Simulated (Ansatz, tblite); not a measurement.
InSb nanocrystals, H-capped: gap (eV) at several levels, gas phase, relaxed structures; Ansatz, xTB through tblite. Core potentials for In, Sb in the def2 sets, no spin–orbit coupling. Levels of anions in sets without diffuse functions are rough. A dash marks a value that wasn't run or was left out as unsound. The structures are stationary points that may keep the symmetry of their start.

```csv
species,state,geometry,GFN1-xTB,GFN2-xTB,PBE-D4/def2-SVP,PBE-D4/def2-TZVP,PBE0-D4/def2-SVP,PBE0-D4/def2-TZVP
"In3Sb3H12, cut from wurtzite",singlet,PBE-D4/def2-SVP,3.07,3.23,3.96,3.92,5.57,5.51
"In4Sb4H14, cut from wurtzite",singlet,r2SCAN-D4/def2-SVP,3.02,3.10,3.57,3.54,5.20,5.15
"In4Sb5H16⁺, cut from zinc blende",singlet,r2SCAN-D4/def2-SVP,2.64,2.67,3.76,3.72,5.44,5.38
"In5Sb5H18, cut from wurtzite, disc",singlet,PBE-D4/def2-SVP,2.60,2.89,3.20,3.16,4.71,4.67
"In6Sb5H18⁻, cut from wurtzite",singlet,PBE-D4/def2-SVP,2.68,2.75,3.39,3.33,4.96,4.87
"In6Sb6H18, cut from wurtzite",singlet,PBE-D4/def2-SVP,2.36,2.40,3.20,3.15,4.75,4.71
"In7Sb7H20, cut from zinc blende",singlet,PBE-D4/def2-SVP,2.10,2.20,2.88,2.86,4.44,4.41
"In7Sb8H24⁺, cut from zinc blende, disc",singlet,PBE-D4/def2-SVP,2.16,2.34,2.97,2.94,4.47,4.44
"In8Sb7H24⁻, cut from zinc blende, disc",singlet,PBE-D4/def2-SVP,2.32,2.87,3.12,3.07,4.62,4.57
"In8Sb8H22, cut from wurtzite",singlet,PBE-D4/def2-SVP,1.99,2.57,2.99,–,4.46,–
"In9Sb9H24, cut from wurtzite",singlet,PBE-D4/def2-SVP,1.87,2.51,2.90,2.86,4.37,4.33
"In9Sb10H26⁺, cut from wurtzite",singlet,r2SCAN-D4/def2-SVP,1.84,2.37,2.69,2.66,4.16,4.12
"In10Sb11H28⁺, cut from wurtzite",singlet,PBE-D4/def2-SVP,1.67,2.27,2.56,–,4.01,–
"In12Sb11H32⁻, cut from zinc blende",singlet,r2SCAN-D4/def2-SVP,1.79,–,2.67,2.64,4.13,4.09
```
